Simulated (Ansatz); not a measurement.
Q: Name a neutral molecule of B, O, Si and H with size of the dipole moment (B3LYP/def2-TZVPP) between 1.70 and 2.00 D and LUMO energy (PBE0/def2-TZVPP) between -0.90 and -0.60 eV (Ansatz, PBE0-D4/def2-TZVP geometry).

A: `BO[SiH2][SiH2]O` (1.96 D, -0.65 eV). Other molecules can fit too; these were computed, each in one conformer that needn't be the lowest.

B3LYP here is the variant with VWN-RPA as its local correlation; programs differ in this.
